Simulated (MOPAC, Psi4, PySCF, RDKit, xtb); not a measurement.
Two geometries of SMILES C(=C/S)/O (C2H4OS), relaxed at B3LYP-D3(BJ)/def2-SVP with one dihedral held; other torsions can differ between them too.

Structure A

```
8

O      1.2507     1.6556    -1.7531
C      0.3436     1.4725    -0.7465
C     -0.7533     0.7194    -0.9064
S     -1.2447    -0.0973    -2.3929
H      1.6682     2.5205    -1.6587
H      0.5664     1.9415     0.2187
H     -1.4193     0.5534    -0.0580
H     -0.2148     0.3631    -3.1392
```

Structure B

```
8

O      2.2064     2.9517    -1.1743
C      1.3184     2.0233    -0.6898
C      1.7141     0.9574     0.0201
S      3.3801     0.5291     0.4057
H      2.1408     2.9854    -2.1389
H      0.2531     2.2106    -0.8751
H      0.9655     0.2820     0.4399
H      3.9227     1.6008    -0.2179
```

Problem. Which is lower in energy at the level DF-MP2 (frozen core)/cc-pVTZ // B3LYP-D3(BJ)/def2-SVP (Psi4), and by how much?

Solution. A is lower, by 1.21 kcal/mol (dihedral H5–O1–C2–C3: 150° in A, 120° in B).

E(B) − E(A) in kcal/mol at the other levels, on the same two geometries: MMFF94 // B3LYP-D3(BJ)/def2-SVP (RDKit) 1.86; PBE0/def2-TZVP // B3LYP-D3(BJ)/def2-SVP (Psi4) 1.34; PBE0-D3(BJ)/def2-TZVP // B3LYP-D3(BJ)/def2-SVP (Psi4) 1.31; PBE/def2-TZVP // B3LYP-D3(BJ)/def2-SVP (Psi4) 1.42; PBE-D3(BJ)/def2-TZVP // B3LYP-D3(BJ)/def2-SVP (Psi4) 1.39; r2SCAN/def2-TZVP // B3LYP-D3(BJ)/def2-SVP (Psi4) 1.49; HF/cc-pVTZ // B3LYP-D3(BJ)/def2-SVP (Psi4) 1.06; UFF // B3LYP-D3(BJ)/def2-SVP (RDKit) 4.73; PM6, restricted, heats of formation // B3LYP-D3(BJ)/def2-SVP (MOPAC) 1.36; PM3, restricted, heats of formation // B3LYP-D3(BJ)/def2-SVP (MOPAC) 1.05; GFN1-xTB // B3LYP-D3(BJ)/def2-SVP (xtb) 1.16; restricted B3LYP/6-31G*, spherical d // B3LYP-D3(BJ)/def2-SVP (PySCF) 1.07; restricted MP2 (frozen core)/6-31G*, spherical d // B3LYP-D3(BJ)/def2-SVP (PySCF) 0.99; restricted LDA (SVWN5)/6-31G*, spherical d // B3LYP-D3(BJ)/def2-SVP (PySCF) 1.15; restricted Hartree-Fock/LANL2DZ, with its core potentials past Ne // B3LYP-D3(BJ)/def2-SVP (PySCF) 1.09.
